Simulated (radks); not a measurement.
Results of a calculation; reference values are marked as such.
Q: Coherent X-ray form factor from a spherical all-electron density. Code: a radial shooting solver on a logarithmic mesh with Libxc functionals. Model: scalar-relativistic Kohn-Sham, SCAN, spin-polarised, spherical densities, finite nucleus; meta-GGA in the generalised Kohn-Sham scheme; Fermi nuclear charge, rms radius of each element as measured or else 0.836 A^(1/3) + 0.57 fm.

| sin(theta)/lambda (1/angstrom) | f0 (electrons) |
|---|---|
| 0.05 | 70.001 |
| 0.1 | 67.447 |
| 0.15 | 64.179 |
| 0.2 | 60.747 |
| 0.25 | 57.336 |
| 0.3 | 53.993 |
| 0.4 | 47.691 |
| 0.5 | 42.154 |
| 0.6 | 37.434 |
| 0.8 | 29.956 |
| 1 | 24.473 |
| 1.25 | 19.840 |
| 1.5 | 16.955 |
| 2 | 13.421 |

The species is in the configuration that NIST lists as its ground one. Which atom or ion scatters so?

A: The hafnium ion Hf+, [Xe] 4f14 5d1 6s2. Extrapolating in s^2 from the first two rows gives f0(0) = 70.9, near the electron count 71; among species with that count, the fall with angle is slower the higher Z, and the table is that of Z = 72; from so few rows the species is fixed only to a neighbour or two.
